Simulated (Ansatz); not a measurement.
Relaxation of BFH4OSi (8 atoms, charge 0, multiplicity 1), to a largest force component of 0.02 eV/Å in at most 50 steps.

Computed with Ansatz 0.2.0, RKS PBE0-D4/def2-SVPD.

```xyz
8
Properties=species:S:1:pos:R:3:forces:R:3
B -0.687 1.195 -0.184 -2.51 1.46 -1.22
O -0.946 0.005 0.563 -3.29 -3.01 2.08
Si 0.412 -0.963 0.245 -2.45 2.75 -2.62
F 0.532 -1.450 -1.357 0.02 -0.21 1.58
H -1.148 1.325 -1.317 -0.12 -0.10 0.54
H -0.209 2.184 0.311 0.01 0.06 0.44
H 0.320 0.601 -0.136 7.78 -0.85 -1.08
H 0.434 -2.136 1.116 0.56 -0.09 0.30
```

Q: Where does it end, and by what steps?

A: The run converged. The force dipped under the threshold on the way, but the program's further checks kept it going. After 30 steps the energy has fallen by 4.712 eV; H6 moved furthest, 1.70 Å. Parted: B1–H7.

```
step  energy less start (eV)  largest force component (eV/Å)  accepted
   0                  0.0000                           7.784       yes
   2                 -3.0951                           1.091       yes
   4                 -3.6728                           0.743       yes
   6                 -3.8210                           0.917       yes
   8                 -4.1306                           1.079       yes
  10                 -4.4160                           0.600       yes
  12                 -4.5893                           0.305       yes
  14                 -4.6759                           0.188       yes
  16                 -4.7060                           0.072       yes
  18                 -4.7089                           0.053       yes
  20                 -4.7100                           0.055       yes
  22                 -4.7104                           0.075       yes
  24                 -4.7113                           0.065       yes
  26                 -4.7119                           0.044       yes
  28                 -4.7123                           0.031       yes
  30                 -4.7124                           0.002       yes
```

```xyz
8
Properties=species:S:1:pos:R:3
B -0.990 1.427 0.012
O -0.655 0.200 0.475
Si 0.466 -0.911 -0.071
F -0.330 -2.008 -0.975
H -0.389 1.901 -0.928
H -1.885 2.018 0.565
H 1.469 -0.252 -0.944
H 1.020 -1.613 1.107
```

Whether the end is a true minimum wasn't checked by a vibrational analysis.

Run time: 82 s on 2 threads of Arm Neoverse V1 (shared host), peak memory 0.23 GiB.
